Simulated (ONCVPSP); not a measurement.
# tantalum: ONCV pseudisation with Wu-Cohen, scalar-relativistic reference atom.

ONCVPSP 4.0.1 input, shortened (lines: element, Z, core and valence counts, functional; n l f; lmax; l rc ep ncon nbas qcut; lloc lpopt rc5 dvloc0; l nproj debl; icmod fcfact rcfact), Wu-Cohen, scalar-relativistic:

```
  Ta 73.00    9    6  -118130      upf
    1    0    2.00
    2    0    2.00
    2    1    6.00
    3    0    2.00
    3    1    6.00
    3    2   10.00
    4    0    2.00
    4    1    6.00
    4    2   10.00
    4    3   14.00
    5    0    2.00
    5    1    6.00
    5    2    3.00
    6    0    1.50
    6    1    0.50
    3
    0    2.10    0.00    4    8    5.60
    1    1.95    0.00    4    9    5.70
    2    2.25    0.00    3    7    5.60
    3    1.15    0.00    4    8   16.80
    4    3    0.75    2.00
    0    2    4.00
    1    3    0.60
    2    2    1.60
    3    3    3.60
    3    4.00    1.40
```

All-electron outer shells of the reference configuration (Wu-Cohen, scalar-relativistic, ld1.x):

```json
{"shell": "4p", "level (eV)": "-401.54", "outermost node (bohr)": "0.24", "outermost maximum (bohr)": "0.45"}
{"shell": "4d", "level (eV)": "-222.89", "outermost node (bohr)": "0.22", "outermost maximum (bohr)": "0.46"}
{"shell": "5s", "level (eV)": "-73.79", "outermost node (bohr)": "0.54", "outermost maximum (bohr)": "0.98"}
{"shell": "5p", "level (eV)": "-40.18", "outermost node (bohr)": "0.58", "outermost maximum (bohr)": "1.13"}
{"shell": "4f", "level (eV)": "-25.49", "outermost node (bohr)": "–", "outermost maximum (bohr)": "0.44"}
{"shell": "6s", "level (eV)": "-5.99", "outermost node (bohr)": "1.32", "outermost maximum (bohr)": "2.74"}
{"shell": "5d", "level (eV)": "-4.29", "outermost node (bohr)": "0.65", "outermost maximum (bohr)": "1.58"}
{"shell": "6p", "level (eV)": "-1.73", "outermost node (bohr)": "1.59", "outermost maximum (bohr)": "3.80"}
```

What the tests gave:

```json
{
  "Cutoffs needed": "113 Ha and 123 Ha (the cutoffs (Ha) at which the residual kinetic energy of the hardest occupied pseudo-wave falls to 1 and 0.1 mHa per electron)",
  "Ghost test": "ghosts flagged at negative energy: s at -135.0 eV, d at -208.4 eV; GHOST(+) flagged for p at 183.7 eV; a true bound ghost makes a file unfit for plane-wave use",
  "Largest excitation error": "-13 meV (all-electron minus pseudo) for 4f14 5s2 5p6 5d3 6s0 6p0, out of 4 test configurations",
  "rms error of d²Exc/dni dnj": "4.11 mHa without and 2.09 mHa with the model core"
}
```

Generation and tests took about 8 s on one core of a shared server CPU.
